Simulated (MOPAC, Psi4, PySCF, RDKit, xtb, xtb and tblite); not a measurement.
Two geometries of H₆BClSi₂, SMILES B[SiH2][SiH2]Cl, relaxed at GFN2-xTB with one dihedral held; other torsions can differ between them too.

Structure A

```
10

B      1.8889     0.2980     0.2368
Si     0.4209    -0.8716    -0.2558
Si    -1.5946     0.2722     0.0626
Cl    -3.0107    -0.3615    -1.2379
H      2.2359     0.4009     1.3499
H      2.4349     0.9731    -0.5477
H      0.4325    -1.3745    -1.6432
H      0.3125    -2.1166     0.5320
H     -2.1788     0.0959     1.3937
H     -1.5045     1.7212    -0.1441
```

Structure B

```
10

B     -1.9061     0.2543     0.2675
Si    -0.4155    -0.8720    -0.2605
Si     1.5787     0.3070     0.0748
Cl     2.7831    -0.6613     1.3860
H     -2.3648     0.2179     1.3437
H     -2.3502     1.0513    -0.4662
H     -0.3976    -1.2687    -1.6832
H     -0.2931    -2.1674     0.4343
H      1.3995     1.6479     0.6419
H      2.3872     0.4909    -1.1314
```

Problem. Which is lower in energy at the level DF-MP2 (frozen core)/cc-pVTZ // GFN2-xTB in Psi4, and by how much?

Solution. A is lower, by 0.40 kcal/mol (dihedral B1–Si2–Si3–Cl4: 150° in A, 120° in B).

E(B) − E(A) in kcal/mol at the other levels, on the same two geometries: GFN2-xTB (xtb and tblite) -0.06; PBE0/def2-TZVP // GFN2-xTB (Psi4) 0.38; PBE0-D3(BJ)/def2-TZVP // GFN2-xTB (Psi4) 0.37; PBE/def2-TZVP // GFN2-xTB (Psi4) 0.38; PBE-D3(BJ)/def2-TZVP // GFN2-xTB (Psi4) 0.37; r2SCAN/def2-TZVP // GFN2-xTB (Psi4) 0.43; HF/cc-pVTZ // GFN2-xTB (Psi4) 0.35; UFF // GFN2-xTB (RDKit) 0.67; PM7, restricted, heats of formation // GFN2-xTB (MOPAC) 0.42; AM1, restricted, heats of formation // GFN2-xTB (MOPAC) 0.09; GFN1-xTB // GFN2-xTB (xtb) 0.41; restricted B3LYP/6-31G*, spherical d // GFN2-xTB (PySCF) 0.35; restricted BP86/6-31G*, spherical d // GFN2-xTB (PySCF) 0.38; restricted LDA (SVWN5)/6-31G*, spherical d // GFN2-xTB (PySCF) 0.39; restricted MP2 (frozen core)/3-21G // GFN2-xTB (PySCF) 0.21.
